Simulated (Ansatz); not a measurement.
Consider the formal hydrolysis of a B–S bond: `CN(C)B(F)S` + H₂O → `CN(C)B(O)F` + H₂S.

Isolated molecules relaxed with PBE0-D4/def2-TZVP in Ansatz; ΔE leaves out vibrations. CCSD(T)/CBS adds triple-zeta CCSD(T) − MP2 to the extrapolated MP2 energy (def2 sets, frozen cores). This one scheme is used for every species. DFT in def2-TZVPP. B3LYP here is the variant with VWN-RPA as its local correlation; programs differ in this. Each species was taken in one conformer, which may not be the lowest.

`CN(C)B(F)S`:

Cartesian coordinates in Å:
```
C -0.323 0.900 -1.092
N 0.154 0.012 -0.063
C 1.568 -0.274 -0.141
B -0.660 -0.538 0.927
F -0.127 -1.358 1.847
S -2.452 -0.179 1.023
H 0.197 1.864 -1.046
H -1.391 1.087 -0.980
H -0.154 0.473 -2.087
H 1.862 -0.948 0.661
H 2.156 0.647 -0.056
H 1.817 -0.743 -1.100
H -2.647 -0.943 2.107
```

H₂O:

```xyz
3

O     0.112    0.226   -0.296
H    -0.268    0.504    0.540
H     0.156   -0.731   -0.244
```

`CN(C)B(O)F`:

Z-matrix (Å, degrees):
```
C
N 1 1.444
H 1 1.097 2 111.0
H 1 1.097 2 111.0 3 -119.6
H 1 1.088 2 110.2 3 120.2
C 2 1.438 1 113.4 3 59.8
B 2 1.409 1 122.0 3 -120.2
H 6 1.097 2 111.3 1 -59.9
H 6 1.091 2 111.8 1 -179.9
H 6 1.097 2 111.3 1 60.1
O 7 1.365 2 126.3 1 -179.9
F 7 1.340 2 118.7 1 0.0
H 11 0.957 7 114.9 2 0.0
```

H₂S:

Z-matrix (Å, degrees):
```
S
H 1 1.341
H 1 1.341 2 92.3
```

```csv
level,ΔE (kJ/mol),difference from CCSD(T)/CBS
PBE-D4,-41.1,4.7
PBE0-D4,-44.8,1.0
ωB97X-V,-50.6,-4.8
ωB97M-V,-51.9,-6.1
B2PLYP,-53.5,-7.7
r2SCAN,-49.8,-4.0
PBE0,-48.0,-2.2
B3LYP,-57.5,-11.7
HF/def2-TZVPP,-71.1,-25.3
MP2/def2-TZVPP,-44.0,1.8
SCS-MP2/def2-TZVPP,-49.5,-3.7
CCSD/def2-TZVPP,-54.5,-8.7
CCSD(T)/def2-TZVPP,-50.4,-4.6
HF/def2-QZVPP,-71.6,-25.8
HF/CBS(def2),-71.7,-25.9
CCSD/CBS(def2),-49.8,-4.0
CCSD(T)/CBS,-45.8,0
```

Largest T1 diagnostic among the species: 0.012.

The D4 term adds +5.8 kJ/mol with B3LYP and +3.2 kJ/mol with PBE0; it sums over pairs of atoms, weighted by their polarisabilities, and B3LYP, whose exchange is more repulsive, gets the larger term. From PBE to PBE0 (25 % exact exchange), in def2-TZVPP and without D4, ΔE moves by −3.3 kJ/mol. In def2-TZVPP, CCSD(T) changes the Hartree–Fock value by +20.7 kJ/mol (the triples alone add +4.0 kJ/mol) and MP2 by +27.1 kJ/mol.
